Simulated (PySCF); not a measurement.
PySCF input (BP86/def2-TZVPD):

```python
from pyscf import gto, scf, dft

mol = gto.M(
    atom='''
    Pb    0.00370110   -0.00395228    0.48272304
    Cl    1.30562040    1.59907514   -1.16127885
    Cl   -1.32347278   -1.58001119   -1.16714994
    ''',
    basis='def2-tzvpd',
    ecp='def2-tzvp',
    charge=-1,
    spin=1,
    verbose=4,
)

mf = dft.UKS(mol, xc='bp86').density_fit(auxbasis='def2-universal-jkfit')
mf.grids.level = 3
mf.conv_tol = 1e-9
mf.max_cycle = 100
mf.max_memory = 1500
mf.kernel()
if not mf.converged:
    mf = mf.newton()
    mf.kernel(mf.make_rdm1())
for _ in range(2):
    mo, _, stable, _ = mf.stability(return_status=True)
    if stable:
        break
    mf.kernel(mf.make_rdm1(mo, mf.mo_occ))
mf.analyze()
```

Output:

```
ECP def2-tzvp not found for  Cl
PySCF version 2.14.0

[INPUT] verbose = 4
[INPUT] num. atoms = 3
[INPUT] num. electrons = 57
[INPUT] charge = -1
[INPUT] spin (= nelec alpha-beta = 2S) = 1
[INPUT] symmetry False subgroup None
[INPUT] Mole.unit = angstrom
[INPUT] Symbol           X                Y                Z      unit          X                Y                Z       unit  Magmom
[INPUT]  1 Pb     0.003701100000  -0.003952280000   0.482723040000 AA    0.006994065360  -0.007468726768   0.912214339617 Bohr   0.0
[INPUT]  2 Cl     1.305620400000   1.599075140000  -1.161278850000 AA    2.467264978645   3.021814067201  -2.194498980750 Bohr   0.0
[INPUT]  3 Cl    -1.323472780000  -1.580011190000  -1.167149940000 AA   -2.501001087517  -2.985788422848  -2.205593732903 Bohr   0.0

nuclear repulsion = 187.027923492735
number of shells = 50
number of NR pGTOs = 241
number of NR cGTOs = 148
basis = def2-tzvpd
ecp = def2-tzvp

******** <class 'pyscf.df.df_jk.DFUKS'> ********
method = DFUKS
initial guess = minao
damping factor = 0
level_shift factor = 0
DIIS = <class 'pyscf.scf.diis.CDIIS'>
diis_start_cycle = 1
diis_space = 8
diis_damp = 0
SCF conv_tol = 1e-09
SCF conv_tol_grad = None
SCF max_cycles = 100
direct_scf = False
number electrons alpha = 29  beta = 28
XC library pyscf.dft.libxc version 7.1.2
    S. Lehtola, C. Steigemann, M. J. T. Oliveira, and M. A. L. Marques,  SoftwareX 7, 1–5 (2018)
XC functionals = bp86
    A. D. Becke,  Phys. Rev. A 38, 3098 (1988)
    J. P. Perdew,  Phys. Rev. B 33, 8822 (1986)
    J. P. Perdew,  Phys. Rev. B 34, 7406–7406 (1986)
radial grids:
    Treutler-Ahlrichs [JCP 102, 346 (1995); DOI:10.1063/1.469408] (M4) radial grids

becke partition: Becke, JCP 88, 2547 (1988); DOI:10.1063/1.454033
pruning grids: <function nwchem_prune>
grids dens level: 3
symmetrized grids: False
atomic radii adjust function: <function treutler_atomic_radii_adjust>
small_rho_cutoff = 0
Set gradient conv threshold to 3.16228e-05
tot grids = 60992
init E= -1081.70849340113
  alpha nocc = 29  HOMO = -0.565631736761102  LUMO = -0.518827009635511
  beta  nocc = 28  HOMO = -0.583622936335343  LUMO = -0.5656317367611

WARN: HOMO -0.565631736761102 >= LUMO -0.5656317367611

cycle= 1 E= -1111.41450166474  delta_E= -29.7  |g|= 2.03  |ddm|= 7.73
[...]
  beta  nocc = 28  HOMO = -0.0853148578960746  LUMO = 0.0586517347415693
  HOMO = 0.0233923199718  LUMO = 0.0586517347416  gap/eV = 0.95946
Extra cycle  E= -1113.72647968883  delta_E= 2.5e-10  |g|= 2.97e-05  |ddm|= 4.26e-05
converged SCF energy = -1113.72647968883  <S^2> = 0.75184403  2S+1 = 2.0018432
uhf_internal: lowest eigs of H = [0.52030872 0.5235741  0.52479029]
<class 'pyscf.df.df_jk.DFUKS'> wavefunction is stable in the internal stability analysis
**** SCF Summaries ****
Total Energy =                       -1113.726479688825748
Nuclear Repulsion Energy =             187.027923492734658
One-electron Energy =                -1992.078397205516467
Two-electron Energy =                  691.323994023956061
Two-electron Coulomb Energy =          764.322957853419780
DFT Exchange-Correlation Energy =      -72.998963829463733
HOMO-LUMO gap [eV] =                     0.959457546139688
**** MO energy ****
                             alpha | beta                alpha | beta
MO #1   energy= -100.506569901934  | -100.506386366256  occ= 1 | 1
MO #2   energy= -100.50656906984   | -100.506385535063  occ= 1 | 1
MO #3   energy= -8.97106635790688  | -8.97089981206202  occ= 1 | 1
MO #4   energy= -8.97106571697894  | -8.97089917803253  occ= 1 | 1
MO #5   energy= -6.78948192944276  | -6.78952778151464  occ= 1 | 1
MO #6   energy= -6.78947976098833  | -6.78952561611719  occ= 1 | 1
MO #7   energy= -6.78610571056821  | -6.78598447044718  occ= 1 | 1
MO #8   energy= -6.78610381013962  | -6.78598358998981  occ= 1 | 1
MO #9   energy= -6.78607885035725  | -6.78545217321851  occ= 1 | 1
MO #10  energy= -6.78607798754457  | -6.78545026980983  occ= 1 | 1
MO #11  energy= -5.15946662213844  | -5.15836943688858  occ= 1 | 1
MO #12  energy= -3.0307126681183   | -3.03054168870421  occ= 1 | 1
MO #13  energy= -3.03010093214321  | -3.02993107583674  occ= 1 | 1
MO #14  energy= -3.02661662475355  | -3.0243236305211   occ= 1 | 1
MO #15  energy= -0.619740016024117 | -0.619053806280246 occ= 1 | 1
MO #16  energy= -0.614287547565689 | -0.613514659611211 occ= 1 | 1
MO #17  energy= -0.612061459178385 | -0.607262783412725 occ= 1 | 1
MO #18  energy= -0.611241094337132 | -0.606959610592245 occ= 1 | 1
MO #19  energy= -0.610655122965372 | -0.606462185820438 occ= 1 | 1
MO #20  energy= -0.529690351111841 | -0.528135375557859 occ= 1 | 1
MO #21  energy= -0.521096718738241 | -0.520251323084667 occ= 1 | 1
MO #22  energy= -0.292439074042036 | -0.2791576577212   occ= 1 | 1
MO #23  energy= -0.129549632070717 | -0.128369501553624 occ= 1 | 1
MO #24  energy= -0.108498415172833 | -0.106464642857624 occ= 1 | 1
MO #25  energy= -0.101859904298514 | -0.0979492870506432 occ= 1 | 1
MO #26  energy= -0.0929997246969273 | -0.0908082667101889 occ= 1 | 1
MO #27  energy= -0.0897130066735675 | -0.089550136112645 occ= 1 | 1
MO #28  energy= -0.0873132314293443 | -0.0853148578960746 occ= 1 | 1
MO #29  energy= 0.0233923199717925 | 0.0586517347415693 occ= 1 | 0
MO #30  energy= 0.0714263664615826 | 0.0796809795698928 occ= 0 | 0
MO #31  energy= 0.0890043491769672 | 0.0969118645312831 occ= 0 | 0
MO #32  energy= 0.114381890669116  | 0.119343967215411  occ= 0 | 0
MO #33  energy= 0.148074685617638  | 0.148653244611084  occ= 0 | 0
MO #34  energy= 0.156844365939104  | 0.165415629191865  occ= 0 | 0
MO #35  energy= 0.157900292252025  | 0.166223448406426  occ= 0 | 0
MO #36  energy= 0.166358021132037  | 0.171752027861401  occ= 0 | 0
MO #37  energy= 0.180632783906723  | 0.181583011647266  occ= 0 | 0
MO #38  energy= 0.18117003931724   | 0.185532251263128  occ= 0 | 0
MO #39  energy= 0.183044796075872  | 0.189709007865233  occ= 0 | 0
MO #40  energy= 0.195367758843816  | 0.19795484626763   occ= 0 | 0
MO #41  energy= 0.200910824851388  | 0.211155330101413  occ= 0 | 0
MO #42  energy= 0.2115518454157    | 0.214126021978844  occ= 0 | 0
MO #43  energy= 0.21848359939836   | 0.220411763166417  occ= 0 | 0
MO #44  energy= 0.25697542937146   | 0.259738053935231  occ= 0 | 0
MO #45  energy= 0.259852398735623  | 0.272892839775602  occ= 0 | 0
MO #46  energy= 0.269201835352334  | 0.277542509820347  occ= 0 | 0
MO #47  energy= 0.303241973301081  | 0.307055669068779  occ= 0 | 0
MO #48  energy= 0.311790213561426  | 0.314676368724447  occ= 0 | 0
MO #49  energy= 0.322756919836741  | 0.324471632625612  occ= 0 | 0
MO #50  energy= 0.334105011793627  | 0.336764856607368  occ= 0 | 0
MO #51  energy= 0.341231657108208  | 0.341766439533609  occ= 0 | 0
MO #52  energy= 0.349194225337579  | 0.35536508647413   occ= 0 | 0
MO #53  energy= 0.350661626030207  | 0.359285357979866  occ= 0 | 0
MO #54  energy= 0.357747808594616  | 0.360697387805344  occ= 0 | 0
MO #55  energy= 0.358906960725199  | 0.361564700853812  occ= 0 | 0
MO #56  energy= 0.395523502610007  | 0.402829030221211  occ= 0 | 0
MO #57  energy= 0.401533424930411  | 0.41722558376544   occ= 0 | 0
MO #58  energy= 0.420781551068008  | 0.424198281382582  occ= 0 | 0
MO #59  energy= 0.424969822107524  | 0.44019692672138   occ= 0 | 0
MO #60  energy= 0.436092083350409  | 0.45514290449328   occ= 0 | 0
MO #61  energy= 0.448261629487356  | 0.467268154157915  occ= 0 | 0
MO #62  energy= 0.477451965944598  | 0.484332415395453  occ= 0 | 0
MO #63  energy= 0.485835598810838  | 0.489732506457718  occ= 0 | 0
MO #64  energy= 0.533365884280911  | 0.540733296195387  occ= 0 | 0
MO #65  energy= 0.606297488184322  | 0.611171587169599  occ= 0 | 0
MO #66  energy= 0.610034186353598  | 0.613307535972999  occ= 0 | 0
MO #67  energy= 0.610714882577486  | 0.614717879852165  occ= 0 | 0
MO #68  energy= 0.629617147283963  | 0.63251336486261   occ= 0 | 0
MO #69  energy= 0.67678872273662   | 0.68214787461866   occ= 0 | 0
MO #70  energy= 0.686975606524027  | 0.695987541368617  occ= 0 | 0
MO #71  energy= 0.722631805653573  | 0.724438928925017  occ= 0 | 0
MO #72  energy= 0.732236052316998  | 0.732824277397199  occ= 0 | 0
MO #73  energy= 0.739669559814708  | 0.743029727019029  occ= 0 | 0
MO #74  energy= 0.741724595038404  | 0.744678482725723  occ= 0 | 0
MO #75  energy= 0.742093662000941  | 0.745173819254341  occ= 0 | 0
MO #76  energy= 0.752872422718648  | 0.753861002327671  occ= 0 | 0
MO #77  energy= 0.75965341994964   | 0.7604099436572    occ= 0 | 0
MO #78  energy= 0.781794099601222  | 0.784022501579152  occ= 0 | 0
MO #79  energy= 0.792345937314255  | 0.811187287593349  occ= 0 | 0
MO #80  energy= 0.815075719837731  | 0.835177799415676  occ= 0 | 0
MO #81  energy= 0.8192874590713    | 0.84210221158882   occ= 0 | 0
MO #82  energy= 0.838875542784925  | 0.848770599680391  occ= 0 | 0
MO #83  energy= 0.852828593772811  | 0.858543386613604  occ= 0 | 0
MO #84  energy= 0.862816746477959  | 0.868003514385192  occ= 0 | 0
MO #85  energy= 0.889499205952261  | 0.903870453651118  occ= 0 | 0
MO #86  energy= 0.900444442055129  | 0.919154466626089  occ= 0 | 0
MO #87  energy= 0.913470727943215  | 0.921857090709182  occ= 0 | 0
MO #88  energy= 0.917535779896611  | 0.923284126551409  occ= 0 | 0
MO #89  energy= 0.982171746006673  | 0.985060898151389  occ= 0 | 0
MO #90  energy= 1.00105935993805   | 1.00554546037677   occ= 0 | 0
MO #91  energy= 1.1487922403604    | 1.17220512786899   occ= 0 | 0
MO #92  energy= 1.16684844783412   | 1.17263833127986   occ= 0 | 0
MO #93  energy= 1.16757803993987   | 1.18744250262592   occ= 0 | 0
MO #94  energy= 1.17885067098359   | 1.19910571720331   occ= 0 | 0
MO #95  energy= 1.20661115783766   | 1.21141546702527   occ= 0 | 0
MO #96  energy= 1.3494517455946    | 1.35554924907195   occ= 0 | 0
MO #97  energy= 1.35454995411183   | 1.36125399074136   occ= 0 | 0
MO #98  energy= 2.00544131251957   | 2.00657871519848   occ= 0 | 0
MO #99  energy= 2.00845205716124   | 2.00880587244679   occ= 0 | 0
MO #100 energy= 2.02156316230079   | 2.02252641868354   occ= 0 | 0
MO #101 energy= 2.02358305338477   | 2.02474426487229   occ= 0 | 0
MO #102 energy= 2.03281388124594   | 2.03366579794764   occ= 0 | 0
MO #103 energy= 2.0335587320269    | 2.03534630870474   occ= 0 | 0
MO #104 energy= 2.03619541716075   | 2.03862555080921   occ= 0 | 0
[...]
```
